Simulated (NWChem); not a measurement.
Species: BCl

```xyz
2

B      0.0000     0.0000    -1.2974
Cl     0.0000     0.0000     0.4362
```
Atoms are numbered in this order, from 1.

Coordinates come from a PBE-D3(BJ)/def2-SVP optimisation.

 States above −ε(HOMO) = 6.3 eV lie in this functional's continuum and hang on the basis.

List the 4 lowest vertical singlet excitations from PBE/6-31+G* (spherical d), TDA (NWChem).


```tsv
state	energy (eV)	oscillator strength	leading excitation (squared amplitude)
S1	4.90	0.138	HOMO → LUMO (0.96)
S2	4.90	0.138	HOMO → LUMO+1 (0.96)
S3	6.46	0.062	HOMO → LUMO+2 (0.95)
S4	6.72	0.000	HOMO−2 → LUMO (0.50)
```
